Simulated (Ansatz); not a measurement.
Cl$_{2}$MoO$_{2}$ (SMILES [O]=[Mo](=[O])([Cl])[Cl]), singlet, geometry from GFN2-xTB (such geometries of metal compounds can be far from the true shape) (core potentials on Mo), atoms displaced at random by about 0.02 Å a coordinate.

Here is a job for Ansatz (a first-principles code).
Ansatz 0.2 input:
```yaml
crystal:
  periodic: [false, false, false]
  atoms:
    - {symbol: Mo, position_ang: [0.34419035, -0.09879304, 0.08154107]}
    - {symbol: O, position_ang: [1.45830285, -0.58408716, -0.93487350]}
    - {symbol: O, position_ang: [0.74210119, 0.19810830, 1.64684725]}
    - {symbol: Cl, position_ang: [-0.46811365, 1.79403701, -0.68605376]}
    - {symbol: Cl, position_ang: [-1.30931346, -1.50519459, 0.10188451]}
basis:
  gaussian:
    orbitals: def2-SV_P_.json
hamiltonian:
  xc: pbe
relax: {}
```
The basis file holds def2-SV(P) in the JSON format of the Basis Set Exchange.

### Question
Give the number of basis functions at the level PBE/def2-SV(P) in Ansatz.

### Answer
88

### Question
What is the computed total energy at the end of the optimisation (PBE/def2-SV(P))?

### Answer
-1138.3415 Eh

### Question
Give the dipole moment at the level PBE/def2-SV(P).

### Answer
1.31 D

### Question
What is the computed Mulliken (on the basis functions themselves) charges in atom order (PBE/def2-SV(P))?

### Answer
Mo1 0.94, O2 -0.33, O3 -0.33, Cl4 -0.14, Cl5 -0.14
